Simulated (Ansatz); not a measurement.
Reaction (ligand exchange at a B–S bond): `OB(O)S` + `[OH][GeH3]` → `OB(O)[O][GeH3]` + H₂S

Calculated with Ansatz (gas phase, PBE0-D4/def2-TZVP geometries, no zero-point term in ΔE). CCSD(T)/CBS is the MP2 limit (def2-TZVPP, def2-QZVPP) plus CCSD(T) − MP2 in def2-TZVPP, frozen cores. This one scheme is used for every species. DFT in def2-TZVPP. For Ge outer-core shells are correlated without core-valence functions, which leaves a few kJ/mol of doubt a bond. Scalar relativity is left out up to krypton. One conformer a species, not always the lowest.

Problem. Is it downhill or uphill in electronic energy at CCSD(T)/CBS, and by how much? (Best estimate.)

Solution. Ansatz gave: Downhill: ΔE = -81.4 kJ/mol.

Problem. What do these levels give: BLYP-D4, BHLYP-D4, r2SCAN, PBE0, LC-ωPBE, HF/def2-TZVPP? (An estimate is asked.)

Solution. The calculation gave: BLYP-D4 -77.4, BHLYP-D4 -90.6, r2SCAN -77.2, PBE0 -73.2, LC-ωPBE -77.6, HF/def2-TZVPP -98.0 kJ/mol.

Largest T1 diagnostic among the species: 0.012.

From PBE to PBE0 (25 % exact exchange), in def2-TZVPP and without D4, ΔE moves by −6.3 kJ/mol. In def2-TZVPP, CCSD(T) changes the Hartree–Fock value by +13.0 kJ/mol (the triples alone add +3.0 kJ/mol) and MP2 by +17.7 kJ/mol.
